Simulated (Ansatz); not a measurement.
A structure relaxed at PBE-D4/def2-TZVP in Ansatz, charge 1, doublet:

```xyz
3

Ag   -0.7972   -1.5873   -0.5465
Ag   -0.2543    1.5777    0.9498
Se    1.0515    0.0096   -0.4033
```

**Question.** Give its formula and point group.

**Answer.** Ag2Se⁺. Point group C2v (tolerance 0.1 Å).

**Question.** Summarise the bond lengths by kind (pairs closer than 1.2 times the sum of covalent radii, bridged metal pairs left out).

**Answer.** 2 × Ag–Se 2.45 Å.

In the def2 sets Ag takes a core potential; there is no spin–orbit coupling. The relaxation made no stability test and no search for a lower SCF solution. No other spin state of charge 1 was run. The structure comes from a short search, and lower isomers may exist.
